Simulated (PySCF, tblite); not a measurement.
Isomers of C4H10PSi (doublet state), one GFN2-xTB conformer each. Single-point energies are computed at B3LYP/pcH-1 (PySCF, gas phase, no added dispersion term), electronic only. GFN2-xTB treats the open shell by occupation alone, and not every SCF solution was tested for stability.

```tsv
SMILES	GFN2-xTB relative energy (kJ/mol)
C[C@@H]1C[C@@H]1[SiH2][PH]	0.0
C[C@@H]1[CH][C@@H]1[SiH2]P	145.1
CC/C=[C]\[SiH2]P	115.6
```

Conformers: `[CH3:1][C@@H:2]1[CH2:3][C@@H:4]1[SiH2:5][PH:6]` (doublet state) with C3–C4–Si5–P6 -132°, C4–Si5–P6–H -167°; `[CH3:1][C@@H:2]1[CH:3][C@@H:4]1[SiH2:5][PH2:6]` (doublet state) with C3–C4–Si5–P6 141°, C4–Si5–P6–H 79° and 171°; `[CH3:1][CH2:2]/[CH:3]=[C:4]\[SiH2:5][PH2:6]` (doublet state) with C1–C2–C3–C4 117°, C3–C4–Si5–P6 -2°, C4–Si5–P6–H 50° and -43°.

Q: What does B3LYP/pcH-1 give for the same structures?

A: 
```csv
SMILES,B3LYP/pcH-1 E (Eh),B3LYP/pcH-1 (kJ/mol),GFN2-xTB (kJ/mol),point group
C[C@@H]1C[C@@H]1[SiH2][PH],-789.26858,0.0,0.0,C1
CC/C=[C]\[SiH2]P,-789.24682,57.1,115.6,C1
C[C@@H]1[CH][C@@H]1[SiH2]P,-789.22135,124.0,145.1,C1
```

Both levels put the same isomer lowest; measured from each level's own lowest isomer, the values differ by up to 58.5 kJ/mol (CC/C=[C]\[SiH2]P: 115.6 against 57.1). 

Q: What happens when harmonic zero-point energies from GFN2-xTB frequencies are added?

A: 
```csv
SMILES,ZPE (kJ/mol),electronic (kJ/mol),with ZPE (kJ/mol)
C[C@@H]1C[C@@H]1[SiH2][PH],322.1,0.0,0.0
CC/C=[C]\[SiH2]P,311.0,57.1,46.1
C[C@@H]1[CH][C@@H]1[SiH2]P,310.1,124.0,112.0
```

The zero-point energies span 12.0 kJ/mol. The order is unchanged.
